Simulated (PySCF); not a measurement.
C$_{3}$H$_{4}$F$_{3}$N: full NMR table

```yaml
Formula: C3H4F3N
SMILES: C/N=C/C(F)(F)F
Point_group_of_the_computed_structure: C1
Degrees_of_unsaturation: 1
Carbon_signals: 3
Proton_signals: 2
```

Mapped SMILES: `[CH3:1]/[N:2]=[CH:3]/[C:4]([F:5])([F:6])[F:7]`; H(Xn) means a hydrogen on atom n.

Computational details: coordinates at the GFN2-xTB level, σ from GIAO-PBE0/pcSseg-1, in PySCF 2.14.0 with density-fitted response routines (one averaged value for each set of equivalent atoms, relativity neglected, no solvent model, a single conformation).

δ = σ(ref) − σ, references computed at the same level: ¹H (σref 31.72) and ¹³C (σref 186.93) vs TMS; ¹⁹F (σref 170.95) vs CFCl3; ¹⁵N (σref 267.73) against NH3.

```tsv
carbon	δC, type	δH (multiplicity)	HMBC from (2–3 bonds)	span of the C tensor (ppm)
C1	49.9, CH3	3.92 (s)	H(C3)	59
C3	154.4, CH	7.66 (m)	H(C1)	170
C4	128.2, C	–	H(C3)	24
```

Other nuclei:
| atoms | nucleus | environment | δ (ppm) | σ (ppm) |
| --- | --- | --- | --- | --- |
| F5/F6/F7 | ¹⁹F | fluorine of a CF3 group | -87.1 | 258.1 |
| N2 | ¹⁵N | imine nitrogen | 411.7 | -143.9 |

- Carbon types of the structure: 1 × C, 1 × CH, 1 × CH3, which accounts for all hydrogens.
- δC 154.4: C=N carbon.
- δC 128.2: CF3 carbon; 3 electronegative neighbours deshield it.
- δC 49.9: methyl carbon bonded to N; deshielded by the electronegative neighbour.
- δH 7.66: hydrogen on a C=N carbon.
- δH 3.92: hydrogen on a methyl carbon bonded to N; its carbon carries N, which withdraws density.

Splittings by ¹⁹F in the carbon and heteronuclear signals aren't shown, as no couplings were computed. Shifts are as computed. Against solution values, carbons near 30 ppm lie about +3 ppm off and those near 130 ppm about +5 ppm. Of 1211 compounds with measured shifts, 218 miss one by over three times the rms of a fit or turn the order of signals round; such compounds aren't used in these exercises. Unscaled 19F shifts against computed CFCl3 carry errors that often reach 10 to 50 ppm. Experimental scales use liquid or dissolved standards, which lie at an offset from isolated NH3 (liquid NH3: subtract about 20 ppm). Unscaled 15N shifts of sp2 nitrogen come out 20 to 40 ppm too high even then. Multiplicities follow the n + 1 count of equivalent neighbours, as no J values were calculated; m marks all less simple cases, F and P coupling included.
